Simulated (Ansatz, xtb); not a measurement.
**CH6GaN: where a starting geometry ends**

The starting geometry of this gas-phase singlet has its atoms placed at random.

```xyz
9

C    -0.3391   -1.5752   -0.6149
Ga    0.3660    0.7714   -0.0649
N    -1.4924    0.5486   -0.8265
H    -1.4041    1.4656    0.4560
H    -1.7906   -1.2304   -0.6725
H     0.6182   -2.1017   -1.1805
H     0.7648    1.9976    0.6167
H     0.7232   -0.0582   -1.7542
H     0.5184   -2.2971    0.4453
```

Question: Guess where an optimisation with r2SCAN-D4/def2-SVP ends from this start.

Answer: It ends as `C[NH][GaH2]`. Distances that change by over a tenth: C1–H6 (1.23 → 1.10 Å), Ga2–N3 (2.02 → 1.82 Å), Ga2–H4 (1.97 → 2.47 Å). Contacts that close: C1–N3 (2.43 → 1.45 Å), C1–H5 (1.49 → 1.11 Å), C1–H9 (1.54 → 1.11 Å), Ga2–H8 (1.92 → 1.56 Å), N3–H4 (1.58 → 1.02 Å).

The energy falls by 12.92 eV over 18 steps:

| step | E − E(last) (eV) |
| --- | --- |
| 1 | 12.922 |
| 3 | 5.822 |
| 5 | 4.045 |
| 7 | 2.290 |
| 9 | 0.812 |
| 10 | 0.599 |
| 12 | 0.279 |
| 14 | 0.047 |
| 16 | 0.001 |
| 18 | 0.000 |

Final geometry (Å):

```xyz
9

C    -0.8077   -1.4140   -0.4103
Ga    0.7288    1.0850   -0.6094
N    -0.5596   -0.0457   -0.0110
H    -1.2138    0.2838    0.6949
H    -1.8148   -1.5534   -0.8491
H    -0.0762   -1.7210   -1.1745
H     0.7353    2.5077    0.0205
H     1.6894    0.5052   -1.6889
H    -0.7169   -2.1269    0.4322
```

From the same start GFN2-xTB reaches the same bonding as this run.

From so rough a start the end depends on the optimiser's path, so another program may land elsewhere. The end wasn't checked by frequencies. Run with Ansatz 0.2.0, 27 s on 2 threads of Intel(R) Xeon(R) Processor @ 2.70GHz, on a shared host.
